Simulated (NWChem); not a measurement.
System: CClF, singlet; SMILES F[C]Cl

Here is an NWChem input.

```
start job
memory heap 200 mb stack 900 mb global 1100 mb
geometry units angstroms noautosym nocenter noautoz
  F     -0.260633     1.463754     0.000000
  C      0.690215     0.577974     0.000000
  Cl    -0.128102    -1.013010     0.000000
end
basis spherical
  * library def2-tzvp
end
dft
  xc pbe0
  iterations 150
end
property
  response 1 0.0
end
task dft property
```

NWChem printed, in part:

```
             Northwest Computational Chemistry Package (NWChem) 7.3.0
             --------------------------------------------------------

                             Geometry "geometry" -> ""
                             -------------------------

 Output coordinates in angstroms (scale by  1.889725989 to convert to a.u.)

  No.       Tag          Charge          X              Y              Z
 ---- ---------------- ---------- -------------- -------------- --------------
    1 F                    9.0000    -0.26063300     1.46375400     0.00000000
    2 C                    6.0000     0.69021500     0.57797400     0.00000000
    3 Cl                  17.0000    -0.12810200    -1.01301000     0.00000000

 Effective nuclear repulsion energy (a.u.)      84.8017587744

                              NWChem Property Module
                              ----------------------

                                 NWChem DFT Module
                                 -----------------

 Summary of "ao basis" -> "ao basis" (spherical)
 ------------------------------------------------------------------------------
       Tag                 Description            Shells   Functions and Types
 ---------------- ------------------------------  ------  ---------------------
 F                         def2-tzvp                11       31   5s3p2d1f
 C                         def2-tzvp                11       31   5s3p2d1f
 Cl                        def2-tzvp                13       37   5s5p2d1f

            General Information
            -------------------
          SCF calculation type: DFT
          Wavefunction type:  closed shell.
          No. of atoms     :     3
          No. of electrons :    32
           Alpha electrons :    16
            Beta electrons :    16
          Charge           :     0
          Spin multiplicity:     1
          Use of symmetry is: off; symmetry adaption is: off
          Maximum number of iterations: 150
          AO basis - number of functions:    99
                     number of shells:    35
          Convergence on energy requested:  1.00D-06
          Convergence on density requested:  1.00D-05
          Convergence on gradient requested:  5.00D-04

              XC Information
              --------------
                         PBE0 Method XC Functional
                     Hartree-Fock (Exact) Exchange  0.250
          PerdewBurkeErnzerhof Exchange Functional  0.750
            Perdew 1991 LDA Correlation Functional  1.000 local
           PerdewBurkeErnz. Correlation Functional  1.000 non-local

             Grid Information
             ----------------
          Grid used for XC integration:  medium
          Radial quadrature: Mura-Knowles
          Angular quadrature: Lebedev.
          Tag              B.-S. Rad. Rad. Pts. Rad. Cut. Ang. Pts.
          ---              ---------- --------- --------- ---------
          F                   0.50       49           8.0       434
          C                   0.70       49           7.0       434
          Cl                  1.00       88           8.0       590
          Grid pruning is: on
          Number of quadrature shells:   186
          Spatial weights used:  Erf1

      Superposition of Atomic Density Guess
      -------------------------------------

 Sum of atomic energies:        -596.56709517

      Non-variational initial energy
      ------------------------------

 Total energy =    -597.000789
 1-e energy   =    -993.518945
 2-e energy   =     311.716398
 HOMO         =      -0.274719
 LUMO         =      -0.031025

   convergence    iter        energy       DeltaE   RMS-Dens  Diis-err
 ---------------- ----- ----------------- --------- --------- ---------
 d= 0,ls=0.0,diis     1   -597.7218133947 -6.83D+02  1.09D-02  1.13D+00
 d= 0,ls=0.0,diis     2   -597.5167700109  2.05D-01  7.93D-03  2.77D+00
 d= 0,ls=0.0,diis     3   -597.8154259265 -2.99D-01  2.03D-03  5.87D-02
 d= 0,ls=0.0,diis     4   -597.8216279394 -6.20D-03  7.20D-04  1.33D-02
 d= 0,ls=0.0,diis     5   -597.8229158748 -1.29D-03  1.86D-04  2.00D-03
  Resetting Diis
 d= 0,ls=0.0,diis     6   -597.8230647260 -1.49D-04  4.60D-05  5.18D-05
 d= 0,ls=0.0,diis     7   -597.8230719250 -7.20D-06  1.58D-05  2.32D-06
 d= 0,ls=0.0,diis     8   -597.8230719264 -1.45D-09  9.75D-06  2.72D-06

         Total DFT energy =     -597.823071926410
      One electron energy =     -993.540468859561
           Coulomb energy =      354.622563501939
    Exchange-Corr. energy =      -43.706925343222
 Nuclear repulsion energy =       84.801758774434

 Numeric. integr. density =       31.999998467476

                       DFT Final Molecular Orbital Analysis
                       ------------------------------------

 Vector   14  Occ=2.000000D+00  E=-3.822702D-01
              MO Center= -6.7D-02, -7.7D-01, -7.2D-09, r^2= 1.5D+00
   Bfn.  Coefficient  Atom+Function         Bfn.  Coefficient  Atom+Function
  ----- ------------  ---------------      ----- ------------  ---------------
    79      0.522860  3 Cl pz                82      0.310135  3 Cl pz
    76      0.239916  3 Cl pz                70     -0.197428  3 Cl pz
     8     -0.129406  1 F  pz                11     -0.107198  1 F  pz
    42      0.095640  2 C  pz                39      0.093141  2 C  pz
    73     -0.092182  3 Cl pz                14     -0.078572  1 F  pz

 Vector   15  Occ=2.000000D+00  E=-3.685425D-01
              MO Center= -4.7D-02, -7.4D-01,  4.4D-09, r^2= 1.6D+00
   Bfn.  Coefficient  Atom+Function         Bfn.  Coefficient  Atom+Function
  ----- ------------  ---------------      ----- ------------  ---------------
    77      0.389125  3 Cl px                78     -0.359173  3 Cl py
    80      0.231398  3 Cl px                81     -0.215761  3 Cl py
    74      0.180063  3 Cl px                75     -0.164316  3 Cl py
    68     -0.146848  3 Cl px                 7     -0.143686  1 F  py
    69      0.134931  3 Cl py                10     -0.121284  1 F  py

 Vector   16  Occ=2.000000D+00  E=-3.052615D-01
              MO Center=  5.9D-01,  2.4D-01,  1.0D-09, r^2= 2.1D+00
   Bfn.  Coefficient  Atom+Function         Bfn.  Coefficient  Atom+Function
  ----- ------------  ---------------      ----- ------------  ---------------
    35      0.356318  2 C  s                 36      0.319822  2 C  s
    77     -0.301133  3 Cl px                37      0.273854  2 C  px
    80     -0.223530  3 Cl px                40      0.210953  2 C  px
    34      0.209031  2 C  s                  6     -0.181779  1 F  px
     9     -0.153797  1 F  px                78     -0.152688  3 Cl py

 Vector   17  Occ=0.000000D+00  E=-1.132906D-01
              MO Center=  5.0D-01,  4.1D-01,  1.1D-09, r^2= 1.7D+00
   Bfn.  Coefficient  Atom+Function         Bfn.  Coefficient  Atom+Function
  ----- ------------  ---------------      ----- ------------  ---------------
    42      0.436062  2 C  pz                39      0.428318  2 C  pz
    45      0.355273  2 C  pz                82     -0.235052  3 Cl pz
     8     -0.203364  1 F  pz                14     -0.197047  1 F  pz
    79     -0.196619  3 Cl pz                11     -0.163505  1 F  pz
    76     -0.103914  3 Cl pz                70      0.076544  3 Cl pz

 Vector   18  Occ=0.000000D+00  E= 1.707021D-02
              MO Center=  1.9D-01, -3.3D-01,  6.3D-10, r^2= 2.6D+00
   Bfn.  Coefficient  Atom+Function         Bfn.  Coefficient  Atom+Function
  ----- ------------  ---------------      ----- ------------  ---------------
    35      0.630223  2 C  s                 81     -0.597256  3 Cl py
    67     -0.535000  3 Cl s                 41     -0.397369  2 C  py
    44     -0.352999  2 C  py                38     -0.319707  2 C  py
    80     -0.297417  3 Cl px                78     -0.253351  3 Cl py
    40     -0.243278  2 C  px                37     -0.198852  2 C  px

 Vector   19  Occ=0.000000D+00  E= 1.016010D-01
              MO Center=  2.3D-01,  8.3D-01, -8.3D-10, r^2= 3.7D+00
   Bfn.  Coefficient  Atom+Function         Bfn.  Coefficient  Atom+Function
  ----- ------------  ---------------      ----- ------------  ---------------
    36     -1.497271  2 C  s                  5      1.378685  1 F  s
    43      0.980917  2 C  px                44     -0.631417  2 C  py
    40      0.397610  2 C  px                81      0.385364  3 Cl py
    13     -0.362917  1 F  py                12      0.344024  1 F  px
    67      0.337368  3 Cl s                 41     -0.241832  2 C  py

     Multipole analysis of the density
     ---------------------------------

     L   x y z        total         alpha         beta         nuclear
     -   - - -        -----         -----         ----         -------
     0   0 0 0     -0.000000    -16.000000    -16.000000     32.000000

     1   1 0 0     -0.270353      0.225894      0.225894     -0.722142
     1   0 1 0      0.028239      0.561705      0.561705     -1.095172
     1   0 0 1      0.000000      0.000000      0.000000      0.000000

[...]

 DFT Linear Response polarizability / au
 Frequency  =       0.0000000 / au
              X              Y              Z
 -----------------------------------------------
 X      22.4891241      5.4135417      0.0000000
 Y       5.4135305     36.7042056     -0.0000000
 Z       0.0000000     -0.0000000     18.6302814
 -----------------------------------------------
 Eigenvalues =      20.6622612     38.5310686     18.6302814
 Isotropic   =      25.9412037
 Anisotropic =      18.9666095
 -----------------------------------------------

 Magnetic Dipole Response Matrix (nonzero elements):

 Exiting AOResponse driver routine
```

Level: PBE0/def2-TZVP. Low-valent species are run as closed-shell singlets; no triplet was tried in these runs. Geometry: optimised at B3LYP/6-31G* (spherical d).
